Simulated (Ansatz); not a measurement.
Gas-phase electronic energies from Ansatz, PBE0-D4/def2-TZVP geometries. CCSD(T)/CBS adds triple-zeta CCSD(T) − MP2 to the extrapolated MP2 energy (def2 sets, frozen cores). Functionals use def2-TZVPP. B3LYP here is the variant with VWN-RPA as its local correlation; programs differ in this. Each species was taken in one conformer, which may not be the lowest.

Reaction (ligand exchange at a B–C bond): `B[CH2][AlH][CH3]` + `NC(F)S` → `BNC(F)S` + `[CH3][AlH][CH3]`

| level | ΔE (kJ/mol) |
| --- | --- |
| B3LYP | -95.3 |
| CCSD/CBS(def2) | -94.4 |

Problem. What does CCSD(T)/CBS give? (An estimate is asked.)

Solution. The calculation gave: -94.0 kJ/mol. The listed levels differ from it by -1.3, -0.4 kJ/mol.

Largest T1 diagnostic among the species: 0.013.
